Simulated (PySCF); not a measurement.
A calculated (LDA, PySCF 2.14, dyall-av2z, no relativity, point nucleus) atom or ion has these occupied shells.

| shell | electrons | orbital energy (eV) | rms radius, mean of both spins (bohr) |
| --- | --- | --- | --- |
| 1s β | 1 | -5826.0 | 0.0745 |
| 1s α | 1 | -5826.0 | 0.0745 |
| 2s α | 1 | -662.68 | 0.322 |
| 2s β | 1 | -660.87 | 0.322 |
| 2p α | 3 | -564.90 | 0.290 |
| 2p β | 3 | -563.51 | 0.290 |
| 3s α | 1 | -80.207 | 0.983 |
| 3s β | 1 | -75.888 | 0.983 |
| 3p α | 3 | -53.165 | 1.06 |
| 3p β | 3 | -48.920 | 1.06 |
| 3d α | 5 | -11.189 | 1.60 |

Name the element and its charge.

Cr⁺ (chromium, charge +1), in [Ar] 3d5, high-spin 6S determinant.
